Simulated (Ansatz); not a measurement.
Stepwise reaction of `Cl[Si](Cl)(Cl)[SnH2][Si](Cl)(Cl)Cl` with hydrogen, as a gas-phase model of exchange steps in deposition or etching. ΔE in kJ/mol.

Isolated molecules relaxed with PBE0-D4/def2-TZVP in Ansatz; ΔE leaves out vibrations. CCSD(T)/CBS adds triple-zeta CCSD(T) − MP2 to the extrapolated MP2 energy (def2 sets, frozen cores). This one scheme is used for every species. Functionals use def2-TZVPP. B3LYP here is the variant with VWN-RPA as its local correlation; programs differ in this. Elements past krypton have def2 core potentials. For Sn outer-core shells are correlated without core-valence functions, which leaves a few kJ/mol of doubt a bond. Each species was taken in one conformer, which may not be the lowest.

```csv
step,reaction,PBE-D4,B3LYP-D4,ωB97M-V,CCSD(T)/CBS
1,`Cl[Si](Cl)(Cl)[SnH2][Si](Cl)(Cl)Cl` + H₂ → `Cl[Si](Cl)(Cl)[SnH3]` + `Cl[SiH](Cl)Cl`,25.6,17.7,7.5,14.8
2,`Cl[Si](Cl)(Cl)[SnH3]` + H₂ → `[SnH4]` + `Cl[SiH](Cl)Cl`,18.6,9.4,2.3,10.7
```

(1) By hand: ΔE of the 2 steps together at CCSD(T)/CBS.

Answers

(1) (14.8) + (10.7) = 25.5 kJ/mol, or 12.8 kJ/mol a step.

In ΔE the steps differ by no more than 4.1 kJ/mol. All are uphill at CCSD(T)/CBS. PBE-D4 differs from CCSD(T)/CBS by 7.9 to 10.8 kJ/mol a step. Only this route is followed, and other bonds may react first. Isolated molecules leave out the surface, adducts and barriers. Largest T1 diagnostic: 0.013.
